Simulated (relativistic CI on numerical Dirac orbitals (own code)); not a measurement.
Rh6+: resonant inelastic scattering at the M2,3 edge

Computed with this model: Dirac-Coulomb-Breit CI, KLI orbitals optimised for each configuration, QED by a radiative potential, valence Slater integrals scaled by 0.9, Kramers-Heisenberg scattering through one core-hole configuration in a parametric crystal field; configurations [Kr] 4d3 → [Ne] 3s2 3p5 3d10 4s2 4p6 4d4; 300 K; core-hole width 2 eV; summed over polarisations. Incident energies are the highest absorption maxima for each field (at most a few, so the weaker spin-orbit partner edge can be absent), on the computed scale of the free ion. Intensities are in per cent of the strongest line above 0.02 eV; levels within 1 cm⁻¹ are merged; final levels count from the ground level, the first row holds all elastic scattering, lines under 0.4 are left out and each table stops after 24 rows. The scale of the Slater integrals is a model choice and moves the terms in proportion.

Field parameters in Wybourne normalisation: D4h B²₀ = −7Ds, B⁴₀ = 21(Dq − Dt), B⁴₄ = 21√(5/14) Dq. The field is a parameter set, without covalency, and values of 10Dq over about 45,000 cm⁻¹ lie beyond real compounds.

S is read from ⟨S²⟩ = S(S + 1).

D4h, 10Dq = 53700, Ds = -1500, Dt = 430 cm⁻¹:

```csv
Final level (eV),Degeneracy,Irrep,S,508.2 eV,511.9 eV,513.5 eV
0.000,2,Γ6,1.50,787.7,955.4,603.1
0.001,2,Γ7,1.50,17.9,0.4,2.1
2.043,2,Γ6,0.51,31.1,4.8,2.9
2.224,2,Γ7,0.50,16.4,3.8,2.6
2.427,2,Γ7,0.51,17.2,1.8,2.7
2.446,2,Γ6,0.51,15.0,1.1,1.9
2.543,2,Γ6,0.50,16.9,5.6,3.6
3.935,2,Γ7,0.51,20.1,9.0,4.3
4.245,2,Γ7,0.51,29.6,8.1,4.6
4.376,2,Γ6,0.51,17.3,8.2,4.3
6.151,2,Γ7,1.50,6.8,72.7,23.8
6.175,2,Γ7,1.49,6.9,82.4,35.1
6.176,2,Γ6,1.49,7.6,90.4,30.3
6.186,2,Γ6,1.50,7.6,93.1,30.4
6.672,2,Γ7,1.49,9.3,87.1,13.8
6.689,2,Γ6,1.49,9.1,100.0,23.0
7.366,2,Γ6,1.46,5.0,58.0,20.1
7.379,2,Γ7,1.49,2.3,38.3,14.1
7.398,2,Γ7,1.50,1.6,34.9,13.2
7.399,2,Γ6,1.49,4.1,40.1,17.0
7.969,2,Γ6,0.61,0.2,0.9,0.8
```

D4h, 10Dq = 53700, Ds = -860, Dt = 430 cm⁻¹:

| Final level (eV) | Degeneracy | Irrep | S | 508.1 eV | 511.9 eV | 513.7 eV |
| --- | --- | --- | --- | --- | --- | --- |
| 0.000 | 2 | Γ6 | 1.50 | 855.7 | 1000.7 | 619.5 |
| 0.001 | 2 | Γ7 | 1.50 | 17.8 | 0.7 | 3.8 |
| 2.213 | 2 | Γ6 | 0.51 | 28.9 | 5.0 | 3.1 |
| 2.355 | 2 | Γ7 | 0.50 | 11.4 | 3.0 | 2.2 |
| 2.438 | 2 | Γ7 | 0.51 | 21.9 | 2.7 | 3.3 |
| 2.443 | 2 | Γ6 | 0.51 | 13.8 | 1.2 | 2.3 |
| 2.543 | 2 | Γ6 | 0.50 | 17.0 | 6.0 | 3.3 |
| 3.925 | 2 | Γ7 | 0.51 | 20.6 | 8.8 | 3.8 |
| 4.117 | 2 | Γ7 | 0.51 | 31.0 | 8.3 | 4.3 |
| 4.212 | 2 | Γ6 | 0.51 | 18.2 | 8.0 | 4.0 |
| 6.160 | 2 | Γ7 | 1.50 | 7.0 | 85.0 | 17.5 |
| 6.196 | 2 | Γ7 | 1.49 | 7.0 | 92.8 | 27.2 |
| 6.221 | 2 | Γ6 | 1.49 | 7.0 | 93.6 | 25.4 |
| 6.247 | 2 | Γ6 | 1.49 | 7.0 | 90.2 | 21.9 |
| 6.669 | 2 | Γ7 | 1.49 | 8.2 | 90.4 | 12.3 |
| 6.686 | 2 | Γ6 | 1.49 | 7.9 | 100.0 | 21.5 |
| 7.465 | 2 | Γ6 | 1.46 | 5.3 | 64.3 | 17.5 |
| 7.504 | 2 | Γ6 | 1.49 | 3.8 | 39.9 | 14.7 |
| 7.516 | 2 | Γ7 | 1.49 | 2.4 | 34.9 | 11.0 |
| 7.542 | 2 | Γ7 | 1.50 | 1.1 | 28.9 | 9.2 |

For the first field the strongest loss at the lowest incident energy is the level at 2.04 eV (S = 0.51, against 1.50 in the thermal ground state). Levels of other spin, the first over 8 % at 2.04 eV, appear because spin-orbit coupling of the core hole, and in heavier ions of the valence shell too, mixes spins.
